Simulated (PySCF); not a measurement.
PySCF input (M06-2X/def2-TZVPD):

```python
from pyscf import gto, scf, dft

mol = gto.M(
    atom='''
    C    -1.87116387   -0.10545659    0.47561532
    Si   -0.02624227    0.18783545    0.57858034
    F     0.25588178    1.71889784    0.17700051
    Cl    0.94121594   -0.99897910   -0.81709955
    H    -2.10112100   -1.14899666    0.69039877
    H    -2.21123155    0.13404238   -0.53517552
    H    -2.39687938    0.53056155    1.18864802
    ''',
    basis='def2-tzvpd',
    charge=0,
    spin=1,
    verbose=4,
)

mf = dft.UKS(mol, xc='m062x').density_fit(auxbasis='def2-universal-jkfit')
mf.grids.level = 4
mf.conv_tol = 1e-9
mf.max_cycle = 100
mf.max_memory = 1500
mf.kernel()
if not mf.converged:
    mf = mf.newton()
    mf.kernel(mf.make_rdm1())
for _ in range(2):
    mo, _, stable, _ = mf.stability(return_status=True)
    if stable:
        break
    mf.kernel(mf.make_rdm1(mo, mf.mo_occ))
mf.analyze()
```

Output:

```
PySCF version 2.14.0

[INPUT] verbose = 4
[INPUT] num. atoms = 7
[INPUT] num. electrons = 49
[INPUT] charge = 0
[INPUT] spin (= nelec alpha-beta = 2S) = 1
[INPUT] symmetry False subgroup None
[INPUT] Mole.unit = angstrom
[INPUT] Symbol           X                Y                Z      unit          X                Y                Z       unit  Magmom
[INPUT]  1 C     -1.871163870000  -0.105456590000   0.475615320000 AA   -3.535987248481  -0.199284073131   0.898782695447 Bohr   0.0
[INPUT]  2 Si    -0.026242270000   0.187835450000   0.578580340000 AA   -0.049590703187   0.354957556984   1.093358383658 Bohr   0.0
[INPUT]  3 F      0.255881780000   1.718897840000   0.177000510000 AA    0.483546484466   3.248246153706   0.334482487808 Bohr   0.0
[INPUT]  4 Cl     0.941215940000  -0.998979100000  -0.817099550000 AA    1.778640350675  -1.887796903164  -1.544094366005 Bohr   0.0
[INPUT]  5 H     -2.101121000000  -1.148996660000   0.690398770000 AA   -3.970543244572  -2.171289005440   1.304664592037 Bohr   0.0
[INPUT]  6 H     -2.211231550000   0.134042380000  -0.535175520000 AA   -4.178622027497   0.253303387285  -1.011335161372 Bohr   0.0
[INPUT]  7 H     -2.396879380000   0.530561550000   1.188648020000 AA   -4.529445581817   1.002616021725   2.246219216307 Bohr   0.0

nuclear repulsion = 210.64441675159
number of shells = 73
number of NR pGTOs = 281
number of NR cGTOs = 193
basis = def2-tzvpd
ecp = {}

******** <class 'pyscf.df.df_jk.DFUKS'> ********
method = DFUKS
initial guess = minao
damping factor = 0
level_shift factor = 0
DIIS = <class 'pyscf.scf.diis.CDIIS'>
diis_start_cycle = 1
diis_space = 8
diis_damp = 0
SCF conv_tol = 1e-09
SCF conv_tol_grad = None
SCF max_cycles = 100
direct_scf = False
number electrons alpha = 25  beta = 24
XC library pyscf.dft.libxc version 7.1.2
    S. Lehtola, C. Steigemann, M. J. T. Oliveira, and M. A. L. Marques,  SoftwareX 7, 1–5 (2018)
XC functionals = m062x
    Y. Zhao and D. G. Truhlar,  Theor. Chem. Acc. 120, 215 (2008)
    Y. Zhao and D. G. Truhlar,  Theor. Chem. Acc. 120, 215 (2008)
radial grids:
    Treutler-Ahlrichs [JCP 102, 346 (1995); DOI:10.1063/1.469408] (M4) radial grids

becke partition: Becke, JCP 88, 2547 (1988); DOI:10.1063/1.454033
pruning grids: <function nwchem_prune>
grids dens level: 4
symmetrized grids: False
atomic radii adjust function: <function treutler_atomic_radii_adjust>
small_rho_cutoff = 0
Set gradient conv threshold to 3.16228e-05
tot grids = 162176
******** <class 'pyscf.df.df.DF'> ********
auxbasis = def2-universal-jkfit
init E= -889.736363195997
  alpha nocc = 25  HOMO = -0.169605489013748  LUMO = 0.00139497627501818
  beta  nocc = 24  HOMO = -0.392687352466542  LUMO = -0.169605489013748
[...]
  beta  nocc = 24  HOMO = -0.392684886628924  LUMO = -0.100108060840249
  HOMO = -0.277560672282  LUMO = -0.10010806084  gap/eV = 4.82873
Extra cycle  E= -889.526678328692  delta_E= -6.41e-11  |g|= 1.13e-05  |ddm|= 2.96e-05
converged SCF energy = -889.526678328692  <S^2> = 0.75234121  2S+1 = 2.0023398
uhf_internal: lowest eigs of H = [0.37010314 0.3818842  0.40127611]
<class 'pyscf.df.df_jk.DFUKS'> wavefunction is stable in the internal stability analysis
**** SCF Summaries ****
Total Energy =                        -889.526678328691787
Nuclear Repulsion Energy =             210.644416751589887
One-electron Energy =                -1648.768298462400935
Two-electron Energy =                  548.597203382119233
Two-electron Coulomb Energy =          614.802603965713274
DFT Exchange-Correlation Energy =      -66.205400583594098
HOMO-LUMO gap [eV] =                     4.828731510204360
**** MO energy ****
                             alpha | beta                alpha | beta
MO #1   energy= -102.641834072997  | -102.640730170594  occ= 1 | 1
MO #2   energy= -67.0899134117031  | -67.0845265207977  occ= 1 | 1
MO #3   energy= -25.2471687377149  | -25.2454694802158  occ= 1 | 1
MO #4   energy= -10.5451871963105  | -10.5438603775035  occ= 1 | 1
MO #5   energy= -9.80558672729294  | -9.80516632702943  occ= 1 | 1
MO #6   energy= -7.52666377304944  | -7.52491335348464  occ= 1 | 1
MO #7   energy= -7.5235844589044   | -7.52282581213509  occ= 1 | 1
MO #8   energy= -7.52309470073789  | -7.52213889124987  occ= 1 | 1
MO #9   energy= -5.6204285535721   | -5.6160595060361   occ= 1 | 1
MO #10  energy= -3.93427096830606  | -3.92842645403945  occ= 1 | 1
MO #11  energy= -3.93037548734233  | -3.92699912255799  occ= 1 | 1
MO #12  energy= -3.92862830942781  | -3.92203401721304  occ= 1 | 1
MO #13  energy= -1.34204722896218  | -1.33692348611255  occ= 1 | 1
MO #14  energy= -0.929814471317698 | -0.924000788548796 occ= 1 | 1
MO #15  energy= -0.817239704556826 | -0.811096663220958 occ= 1 | 1
MO #16  energy= -0.639249921123877 | -0.626132234278899 occ= 1 | 1
MO #17  energy= -0.555818809702628 | -0.551395960922364 occ= 1 | 1
MO #18  energy= -0.553960594652476 | -0.543600225112016 occ= 1 | 1
MO #19  energy= -0.524466517768551 | -0.510659445899153 occ= 1 | 1
MO #20  energy= -0.498061308102139 | -0.491773456332413 occ= 1 | 1
MO #21  energy= -0.489304197346574 | -0.48515749696063  occ= 1 | 1
MO #22  energy= -0.432311389942352 | -0.420253366830187 occ= 1 | 1
MO #23  energy= -0.409495074095677 | -0.402563953054321 occ= 1 | 1
MO #24  energy= -0.398125816200377 | -0.392684886628924 occ= 1 | 1
MO #25  energy= -0.277560672282213 | -0.100108060840249 occ= 1 | 0
MO #26  energy= 0.0131994277140427 | 0.0158031509360719 occ= 0 | 0
MO #27  energy= 0.0261374317616682 | 0.0238054663840766 occ= 0 | 0
MO #28  energy= 0.0292645437167617 | 0.0254353650199564 occ= 0 | 0
MO #29  energy= 0.0403888073434406 | 0.0358992943901095 occ= 0 | 0
MO #30  energy= 0.0539440015122456 | 0.0572948038191493 occ= 0 | 0
MO #31  energy= 0.0644021645517606 | 0.0589691979799413 occ= 0 | 0
MO #32  energy= 0.0649515105246295 | 0.0614552849645122 occ= 0 | 0
MO #33  energy= 0.082078874711641  | 0.0758914687916375 occ= 0 | 0
MO #34  energy= 0.0889070724361568 | 0.0882583870855829 occ= 0 | 0
MO #35  energy= 0.0947869381111823 | 0.0954582804788344 occ= 0 | 0
MO #36  energy= 0.112156070766209  | 0.105092097283098  occ= 0 | 0
MO #37  energy= 0.1186082870064    | 0.119480748578231  occ= 0 | 0
MO #38  energy= 0.127870397736995  | 0.120212398374683  occ= 0 | 0
MO #39  energy= 0.133418708770188  | 0.129376022304486  occ= 0 | 0
MO #40  energy= 0.152838084800025  | 0.13729260650914   occ= 0 | 0
MO #41  energy= 0.167944311246934  | 0.157645384188164  occ= 0 | 0
MO #42  energy= 0.177758137107383  | 0.163383408883736  occ= 0 | 0
MO #43  energy= 0.181001952434644  | 0.18199840201035   occ= 0 | 0
MO #44  energy= 0.197427139461927  | 0.187959010673114  occ= 0 | 0
MO #45  energy= 0.20120829231997   | 0.190600054684182  occ= 0 | 0
MO #46  energy= 0.213578759819008  | 0.203569654301673  occ= 0 | 0
MO #47  energy= 0.231306176700001  | 0.224642637025366  occ= 0 | 0
MO #48  energy= 0.239483243680354  | 0.235845776004616  occ= 0 | 0
MO #49  energy= 0.241763099899559  | 0.240627559859436  occ= 0 | 0
MO #50  energy= 0.250420738446494  | 0.244548009741832  occ= 0 | 0
MO #51  energy= 0.253985909157919  | 0.255140128854242  occ= 0 | 0
MO #52  energy= 0.262407374620971  | 0.25675715116006   occ= 0 | 0
MO #53  energy= 0.27545463292975   | 0.269528918099746  occ= 0 | 0
MO #54  energy= 0.282787048049319  | 0.276235931666701  occ= 0 | 0
MO #55  energy= 0.286798061311229  | 0.283625034454599  occ= 0 | 0
MO #56  energy= 0.300375896149462  | 0.298049025728636  occ= 0 | 0
MO #57  energy= 0.311939569480398  | 0.305956389541888  occ= 0 | 0
MO #58  energy= 0.32973798702945   | 0.320312212778339  occ= 0 | 0
MO #59  energy= 0.331580442676601  | 0.329178709070122  occ= 0 | 0
MO #60  energy= 0.33530103749954   | 0.333200371050435  occ= 0 | 0
MO #61  energy= 0.362681282253351  | 0.356094242534694  occ= 0 | 0
MO #62  energy= 0.364814391534804  | 0.35994574317373   occ= 0 | 0
MO #63  energy= 0.379206244756673  | 0.370738093187335  occ= 0 | 0
MO #64  energy= 0.383467475719528  | 0.380449632102435  occ= 0 | 0
MO #65  energy= 0.394241572482959  | 0.39042465763724   occ= 0 | 0
MO #66  energy= 0.416383822972943  | 0.408735267142069  occ= 0 | 0
MO #67  energy= 0.4251967100641    | 0.418227072393938  occ= 0 | 0
MO #68  energy= 0.445350771930704  | 0.444973680793905  occ= 0 | 0
MO #69  energy= 0.461097115616303  | 0.456107331728996  occ= 0 | 0
MO #70  energy= 0.472002719383331  | 0.46496780659614   occ= 0 | 0
MO #71  energy= 0.488893162021908  | 0.480282943982739  occ= 0 | 0
MO #72  energy= 0.498018713374443  | 0.495532937490368  occ= 0 | 0
MO #73  energy= 0.513320329055403  | 0.504726986102997  occ= 0 | 0
MO #74  energy= 0.542125027978054  | 0.535209715015514  occ= 0 | 0
MO #75  energy= 0.569927293031277  | 0.564903001373492  occ= 0 | 0
MO #76  energy= 0.581447638150418  | 0.57310203298055   occ= 0 | 0
MO #77  energy= 0.605823621820621  | 0.599300007915682  occ= 0 | 0
MO #78  energy= 0.636994643869523  | 0.631955899488563  occ= 0 | 0
MO #79  energy= 0.645096285167889  | 0.639004697713656  occ= 0 | 0
MO #80  energy= 0.671719337257411  | 0.67127273299717   occ= 0 | 0
MO #81  energy= 0.685399805832328  | 0.679198514175903  occ= 0 | 0
MO #82  energy= 0.687239288768613  | 0.682268745603329  occ= 0 | 0
MO #83  energy= 0.694336257220007  | 0.685529708478281  occ= 0 | 0
MO #84  energy= 0.698912994149155  | 0.69706480988743   occ= 0 | 0
MO #85  energy= 0.70081575831557   | 0.698378473366961  occ= 0 | 0
MO #86  energy= 0.713332653262136  | 0.709526659472528  occ= 0 | 0
MO #87  energy= 0.721258378051965  | 0.717725811221428  occ= 0 | 0
MO #88  energy= 0.728020912164229  | 0.725907334112992  occ= 0 | 0
MO #89  energy= 0.737809959070339  | 0.736836983952462  occ= 0 | 0
MO #90  energy= 0.753745769859368  | 0.747822914977249  occ= 0 | 0
MO #91  energy= 0.773131475910627  | 0.77104550365709   occ= 0 | 0
MO #92  energy= 0.787762307890689  | 0.781971037584669  occ= 0 | 0
MO #93  energy= 0.795225083011855  | 0.790679128489676  occ= 0 | 0
MO #94  energy= 0.828985005950811  | 0.823191919718822  occ= 0 | 0
MO #95  energy= 0.92377973629506   | 0.917024558812522  occ= 0 | 0
MO #96  energy= 0.948093464917311  | 0.941540235996169  occ= 0 | 0
MO #97  energy= 0.963815165604788  | 0.952943708010169  occ= 0 | 0
MO #98  energy= 0.998964722026996  | 0.989985633103324  occ= 0 | 0
MO #99  energy= 1.05841837127624   | 1.05147694971777   occ= 0 | 0
MO #100 energy= 1.07700217770511   | 1.07222804938853   occ= 0 | 0
MO #101 energy= 1.08195962360111   | 1.0780494282426    occ= 0 | 0
MO #102 energy= 1.12025388659099   | 1.10018998279556   occ= 0 | 0
MO #103 energy= 1.13641932180225   | 1.1259900098037    occ= 0 | 0
MO #104 energy= 1.1644062231125    | 1.14229971246028   occ= 0 | 0
[...]
```

It need not be the lowest isomer of its formula.
